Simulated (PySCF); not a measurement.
BClH, SMILES [BH]Cl (connectivity only; charge and spin as stated), charge +1, multiplicity 1. Heavy atoms are numbered as in [BH:1][Cl:2]. Hydrogens are named by the atom that carries them.

The structure is a stationary point at TPSSh-D3(BJ)/def2-TZVPD. The spin state was assumed, not searched. The isomer is the one that the SMILES or the coordinates give; other isomers of the formula were not compared.

Method: HF/pcSseg-2 (PySCF).

GIAO shieldings, no solvent; atoms alike by connectivity are averaged. δ = σ(ref) − σ: ¹¹B against BF3 (σ = 104.0 ppm); ³⁵Cl against HCl (σ = 947.2 ppm); ¹H against TMS (σ = 31.98 ppm), references at their B3LYP-D3(BJ)/def2-TZVP geometries, non-relativistic (without spin–orbit terms, shifts of atoms bonded to Cl or Br come out too high).

```
nucleus    atoms  count  δ (ppm)
-------  -------  -----  -------
¹¹B      B1 (BH)      1     50.2
³⁵Cl         Cl2      1    258.2
¹H       H on B1      1     5.43
```
